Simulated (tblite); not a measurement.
Species: C₈H₁₆OP (charge +1).
Geometry (GFN2-xTB, Å), atoms numbered from 1 in this order:
```
atom  x, y, z in Å
C1     4.1806    0.2570    0.1032
O2     2.9171   -0.2192   -0.3333
C3     1.8220    0.3237    0.3531
P4     0.4852   -0.5126   -0.5684
C5     0.7110   -2.2928   -0.4376
C6    -1.1453    0.0270   -0.0999
C7    -2.1849   -0.7588    0.1922
C8    -3.3903    0.0401    0.5396
C9    -3.0185    1.4785    0.1352
C10   -1.4838    1.4929    0.0235
H11    4.2558    1.3396   -0.0301
H12    4.9221   -0.2404   -0.5170
H13    4.3494    0.0051    1.1539
H14    1.8133    0.0616    1.4235
H15    1.7626    1.4194    0.2558
H16    0.7556   -0.1489   -1.8722
H17    1.7465   -2.5318   -0.6806
H18    0.0440   -2.8000   -1.1344
H19    0.4886   -2.6145    0.5809
H20   -2.1910   -1.8355    0.2040
H21   -3.5854   -0.0462    1.6121
H22   -4.2787   -0.3245    0.0242
H23   -3.3782    2.2095    0.8539
H24   -3.4611    1.7108   -0.8324
H25   -1.0215    1.9067    0.9238
H26   -1.1361    2.0758   -0.8300
```

All values are computed: GFN2-xTB (tblite) harmonic vibrations without scaling, gas phase. Against measured fundamentals such values can be off by several per cent, at times by over 20. Modes of hydrogen on phosphorus can be 10 to 20 % off. One conformer, not necessarily the lowest.

Harmonic wavenumbers (cm⁻¹): 38.1, 56.8, 67.0, 76.3, 107.6, 143.6, 163.5, 180.9, 210.4, 229.3, 256.5, 282.7, 353.5, 403.8, 472.6, 637.2, 708.3, 740.4, 758.8, 793.0, 810.1, 832.3, 844.6, 885.8, 900.3, 902.3, 932.4, 966.6, 968.4, 1005.5, 1034.0, 1084.8, 1100.8, 1102.3, 1109.0, 1113.0, 1136.2, 1136.8, 1173.6, 1185.8, 1207.1, 1239.8, 1273.1, 1285.2, 1302.8, 1317.5, 1385.2, 1386.8, 1399.7, 1425.1, 1438.1, 1453.7, 1459.5, 1467.7, 1484.2, 1629.6, 2400.7, 2825.5, 2850.5, 2950.2, 2954.3, 2955.8, 2965.3, 2986.9, 2988.6, 2999.1, 3002.6, 3004.2, 3017.9, 3046.6, 3048.1, 3113.9.

A = 2564, B = 548.5, C = 475.1 MHz; mass 159.094 u (most abundant isotopes); point group C1, symmetry number 1.

**Question.** Zero-point energy?

**Answer.** ½Σν̃ = 48085 cm⁻¹ = 575.22 kJ/mol.

**Question.** What is S at 500 K and 1 bar for an ideal gas of classical rigid rotors and harmonic oscillators?

**Answer.** Translation 182.83, rotation 134.29, vibration 293.17: S = 610.3 J/(mol K).

**Question.** And Cp and H(500 K) − H(0)?

**Answer.** Cp = 311.93 J/(mol K), of which vibrations give 278.67 (their classical limit is 72 R = 598.6); H(500 K) − H(0) = 88.95 kJ/mol without the zero-point energy, 72.32 from vibrations.

**Question.** What must be added to the electronic energy to get the Gibbs energy at 500 K and 1 bar?

**Answer.** ZPE + [H(500 K) − H(0)] − T·S = 575.22 + 88.95 − 305.14 = 359.03 kJ/mol.

**Question.** How do the functions run with temperature in this model?

**Answer.** 
```tsv
T (K)	S (J/(mol K))	Cp (J/(mol K))	H − H(0) (kJ/mol)	G − H(0) (kJ/mol)	ln q(vib)
150	370.3	126.5	12.60	-42.94	5.10
250	445.6	174.7	27.56	-83.85	8.97
298.15	478.7	202.2	36.62	-106.11	10.73
400	546.4	260.9	60.24	-158.33	14.36
600	671.0	354.5	122.34	-280.29	21.32
900	833.4	445.0	243.39	-506.68	31.22
```

q(vib) and H(0) count from the zero-point level.

Hindered rotation and anharmonicity are outside this model. Other conformers, if any are populated, would add a mixing term that is left out. The structure is chiral; the term R ln 2 for an equal mix with its mirror image is left out.
